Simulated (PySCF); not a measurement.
# [Ti(Br)4] (charge 0, multiplicity 1)

Method: TPSSh-D3(BJ)/def2-TZVP // PBE-D3(BJ)/def2-SVP (PySCF 2.14.0).

```
Quantity                                                           Value
----------------------------------------  ------------------------------
HOMO                                                            -8.15 eV
dipole moment                                                     0.00 D
HOMO–LUMO gap                                                    3.88 eV
LUMO                                                            -4.26 eV
charge on the central atom (Mulliken)                             0.93 e
charge on the central atom (meta-Löwdin)                          1.05 e
total energy                                              -11146.0582 Ha
cost                                      around 17 core-minutes (rough)
```

Bonds (Å): Ti1–Br2 2.328, Ti1–Br3 2.328, Ti1–Br4 2.328, Ti1–Br5 2.328. Bond angles (°): Br2–Ti1–Br3 109.5, Br2–Ti1–Br4 109.5, Br2–Ti1–Br5 109.5, Br3–Ti1–Br4 109.5, Br3–Ti1–Br5 109.5, Br4–Ti1–Br5 109.5.
Charge 0, spin multiplicity 1.
